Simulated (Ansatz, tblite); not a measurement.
MF5 with several metals: gap (eV) at several levels, gas phase, relaxed structures; Ansatz, xTB through tblite. Core potentials for Nb, Ta in the def2 sets, no spin–orbit coupling. The structures are stationary points that may keep the symmetry of their start.

| species | state | geometry | GFN1-xTB | PBE-D4/def2-SVP | PBE-D4/def2-TZVP | r2SCAN-D4/def2-TZVP | PBE0-D4/def2-SVP | PBE0-D4/def2-TZVP |
| --- | --- | --- | --- | --- | --- | --- | --- | --- |
| NbF5 | singlet | r2SCAN-D4/def2-SVP | 3.22 | 5.96 | 6.01 | 6.52 | 8.68 | 8.76 |
| TaF5 | singlet | PBE0-D4/def2-SVP | 5.24 | 6.73 | 6.85 | 7.44 | 9.55 | 9.69 |
| VF5 | singlet | PBE0-D4/def2-SVP | 2.72 | 3.87 | 4.01 | 4.36 | 6.46 | 6.71 |

Over the 3 species that have every level, the mean is 3.73 at GFN1-xTB, 5.52 at PBE-D4/def2-SVP, 5.62 at PBE-D4/def2-TZVP, 6.11 at r2SCAN-D4/def2-TZVP, 8.23 at PBE0-D4/def2-SVP, 8.39 at PBE0-D4/def2-TZVP. Orbital gaps grow with the share of exact exchange and aren't one observable across functionals.
